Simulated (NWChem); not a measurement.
Everything below was run with NWChem. System: MgO, charge 0, spin multiplicity 3, at the geometry of a parent with another charge or spin, in a state set for the comparison that need not be this species' ground state. Its SCF solution wasn't tested for a lower state. Level: UHF/def2-TZVP.

The NWChem input:

```
start mol
memory heap 200 mb stack 900 mb global 1100 mb
geometry units angstroms nocenter noautoz
  Mg     0.000000     0.000000     0.699045
  O      0.000000     0.000000    -1.048568
  symmetry group C2v
end
basis spherical
  * library def2-tzvp
end
scf
  uhf
  nopen 2
  maxiter 100
  thresh 1e-7
  semidirect memsize 60000000 filesize 0
  # guess.movecs holds the orbitals of an unrestricted PBE0 run
  vectors input guess.movecs output mol.movecs
end
task scf energy
```

Part of the output:

```
             Northwest Computational Chemistry Package (NWChem) 7.3.0
             --------------------------------------------------------

                                NWChem Input Module
                                -------------------

 Scaling coordinates for geometry "geometry" by  1.889725989
 (inverse scale =  0.529177249)

 Turning off AUTOSYM since
 SYMMETRY directive was detected!

                             Geometry "geometry" -> ""
                             -------------------------

 Output coordinates in angstroms (scale by  1.889725989 to convert to a.u.)

  No.       Tag          Charge          X              Y              Z
 ---- ---------------- ---------- -------------- -------------- --------------
    1 Mg                  12.0000     0.00000000     0.00000000     0.69904500
    2 O                    8.0000     0.00000000     0.00000000    -1.04856800

 Effective nuclear repulsion energy (a.u.)      29.0688017908

            Nuclear Dipole moment (a.u.)
            ----------------------------
        X                 Y               Z
 ---------------- ---------------- ----------------
     0.0000000000     0.0000000000    -0.0000075589

      Symmetry information
      --------------------

 Group name             C2v
 Group number             16
 Group order               4
 No. of unique centers     2

      Symmetry unique atoms

     1    2


 Summary of "ao basis" -> "" (spherical)
 ------------------------------------------------------------------------------
       Tag                 Description            Shells   Functions and Types
 ---------------- ------------------------------  ------  ---------------------
 *                         def2-tzvp                  on all atoms

 Summary of "ao basis" -> "ao basis" (spherical)
 ------------------------------------------------------------------------------
       Tag                 Description            Shells   Functions and Types
 ---------------- ------------------------------  ------  ---------------------
 Mg                        def2-tzvp                12       32   5s4p3d
 O                         def2-tzvp                11       31   5s3p2d1f

                                 NWChem SCF Module
                                 -----------------

  ao basis        = "ao basis"
  functions       =    63
  atoms           =     2
  alpha electrons =    11
  beta  electrons =     9
  charge          =   0.00
  wavefunction    = UHF
  use symmetry    = T
  symmetry adapt  = T

 Summary of "ao basis" -> "ao basis" (spherical)
 ------------------------------------------------------------------------------
       Tag                 Description            Shells   Functions and Types
 ---------------- ------------------------------  ------  ---------------------
 Mg                        def2-tzvp                12       32   5s4p3d
 O                         def2-tzvp                11       31   5s3p2d1f

      Symmetry analysis of basis
      --------------------------

        a1         29
        a2          6
        b1         14
        b2         14

 Forming initial guess at       0.0s

   Symmetry analysis of molecular orbitals - initial alpha
   -------------------------------------------------------

  Numbering of irreducible representations:

     1 a1          2 a2          3 b1          4 b2

  Orbital symmetries:

     1 a1          2 a1          3 a1          4 b1          5 b2
     6 a1          7 a1          8 b1          9 a1         10 b2
[...]
 Vector   12  Occ=0.000000D+00  E= 3.858987D-02  Symmetry=b1
              MO Center=  8.0D-15, -1.7D-15,  1.2D+00, r^2= 5.9D+00
   Bfn.  Coefficient  Atom+Function         Bfn.  Coefficient  Atom+Function
  ----- ------------  ---------------      ----- ------------  ---------------
    15      0.936709  1 Mg px                31     -0.182215  1 Mg d  1

 Vector   13  Occ=0.000000D+00  E= 4.421183D-02  Symmetry=b2
              MO Center=  4.2D-15,  1.8D-14,  1.2D+00, r^2= 5.9D+00
   Bfn.  Coefficient  Atom+Function         Bfn.  Coefficient  Atom+Function
  ----- ------------  ---------------      ----- ------------  ---------------
    16      0.932220  1 Mg py                29      0.212948  1 Mg d -1

 Vector   14  Occ=0.000000D+00  E= 9.288423D-02  Symmetry=a1
              MO Center=  2.2D-15, -7.4D-15,  4.6D-01, r^2= 7.3D+00
   Bfn.  Coefficient  Atom+Function         Bfn.  Coefficient  Atom+Function
  ----- ------------  ---------------      ----- ------------  ---------------
    17     -0.874298  1 Mg pz                 5      0.809639  1 Mg s
    30     -0.357501  1 Mg d  0               4     -0.322779  1 Mg s
    37     -0.309463  2 O  s

                     UHF Final Beta Molecular Orbital Analysis
                     -----------------------------------------

 Vector    7  Occ=1.000000D+00  E=-1.089847D+00  Symmetry=a1
              MO Center= -5.7D-16,  4.9D-16, -9.7D-01, r^2= 5.0D-01
   Bfn.  Coefficient  Atom+Function         Bfn.  Coefficient  Atom+Function
  ----- ------------  ---------------      ----- ------------  ---------------
    36      0.512091  2 O  s                 35      0.343482  2 O  s
    34     -0.244847  2 O  s                 37      0.220165  2 O  s

 Vector    8  Occ=1.000000D+00  E=-4.583142D-01  Symmetry=a1
              MO Center=  3.3D-16,  1.9D-17, -1.0D+00, r^2= 7.9D-01
   Bfn.  Coefficient  Atom+Function         Bfn.  Coefficient  Atom+Function
  ----- ------------  ---------------      ----- ------------  ---------------
    40      0.431365  2 O  pz                43      0.397111  2 O  pz
    46      0.264059  2 O  pz                 4      0.226073  1 Mg s

 Vector    9  Occ=1.000000D+00  E=-4.305302D-01  Symmetry=b2
              MO Center=  3.9D-16, -1.9D-15, -9.8D-01, r^2= 8.2D-01
   Bfn.  Coefficient  Atom+Function         Bfn.  Coefficient  Atom+Function
  ----- ------------  ---------------      ----- ------------  ---------------
    39      0.435231  2 O  py                42      0.399279  2 O  py
    45      0.313937  2 O  py

 Vector   10  Occ=0.000000D+00  E= 6.255164D-03  Symmetry=a1
              MO Center= -2.0D-15,  1.9D-14,  1.3D+00, r^2= 5.5D+00
   Bfn.  Coefficient  Atom+Function         Bfn.  Coefficient  Atom+Function
  ----- ------------  ---------------      ----- ------------  ---------------
     5      0.975601  1 Mg s                 17      0.232433  1 Mg pz

 Vector   11  Occ=0.000000D+00  E= 5.291415D-02  Symmetry=b1
              MO Center=  9.6D-15,  5.5D-15,  2.0D-01, r^2= 5.5D+00
   Bfn.  Coefficient  Atom+Function         Bfn.  Coefficient  Atom+Function
  ----- ------------  ---------------      ----- ------------  ---------------
    15      0.851822  1 Mg px

 Vector   12  Occ=0.000000D+00  E= 8.742134D-02  Symmetry=b2
              MO Center= -2.0D-15,  4.0D-14,  1.1D+00, r^2= 6.5D+00
   Bfn.  Coefficient  Atom+Function         Bfn.  Coefficient  Atom+Function
  ----- ------------  ---------------      ----- ------------  ---------------
    16      1.033427  1 Mg py                45     -0.172459  2 O  py

 center of mass
 --------------
 x =   0.00000000 y =   0.00000000 z =  -0.00024241

 moments of inertia (a.u.)
 ------------------
         104.656981808976           0.000000000000           0.000000000000
           0.000000000000         104.656981808976           0.000000000000
           0.000000000000           0.000000000000           0.000000000000

  Mulliken analysis of the total density
  --------------------------------------

    Atom       Charge   Shell Charges
 -----------   ------   -------------------------------------------------------
    1 Mg  12    11.39   2.00  0.71  1.28  0.62  0.30  5.13  0.87  0.22  0.16  0.00  0.07  0.03
    2 O    8     8.61   0.79  1.18  0.59  1.00  0.37  1.76  1.92  0.99  0.00  0.01  0.00

  Mulliken analysis of the alpha density
  --------------------------------------

    Atom       Charge   Shell Charges
 -----------   ------   -------------------------------------------------------
    1 Mg  12     6.18   1.00  0.36  0.63  0.53  0.32  2.56  0.43  0.16  0.14  0.00  0.04  0.01
    2 O    8     4.82   0.40  0.59  0.31  0.51  0.17  1.10  1.18  0.56  0.00  0.00  0.00

   Mulliken analysis of the beta density
   -------------------------------------

    Atom       Charge   Shell Charges
 -----------   ------   -------------------------------------------------------
    1 Mg  12     5.21   1.00  0.35  0.65  0.09 -0.01  2.56  0.44  0.06  0.02  0.00  0.03  0.02
    2 O    8     3.79   0.40  0.59  0.28  0.49  0.20  0.66  0.73  0.43  0.00  0.00  0.00

   Mulliken analysis of the spin density
   -------------------------------------

    Atom       Charge   Shell Charges
 -----------   ------   -------------------------------------------------------
    1 Mg  12     0.97   0.00  0.01 -0.01  0.44  0.33  0.00 -0.01  0.10  0.12  0.00  0.01 -0.00
    2 O    8     1.03   0.00 -0.00  0.02  0.02 -0.02  0.44  0.45  0.12 -0.00  0.00  0.00

       Multipole analysis of the density wrt the origin
       ------------------------------------------------

     L   x y z        total         alpha         beta         nuclear
     -   - - -        -----         -----         ----         -------
     0   0 0 0     -0.000000    -11.000000     -9.000000     20.000000

     1   1 0 0      0.000000      0.000000      0.000000      0.000000
     1   0 1 0      0.000000      0.000000      0.000000      0.000000
     1   0 0 1      1.089859      0.081841      1.008026     -0.000008

     2   2 0 0    -10.151648     -7.648310     -2.503338      0.000000
     2   1 1 0      0.000000      0.000000      0.000000      0.000000
     2   1 0 1      0.000000      0.000000     -0.000000      0.000000
     2   0 2 0    -11.306856     -7.621883     -3.684973      0.000000
     2   0 1 1      0.000000      0.000000      0.000000      0.000000
     2   0 0 2    -17.101627    -42.406936    -27.046229     52.351538

 Task  times  cpu:        0.4s     wall:        0.4s

 Total times  cpu:        0.4s     wall:        0.4s
```
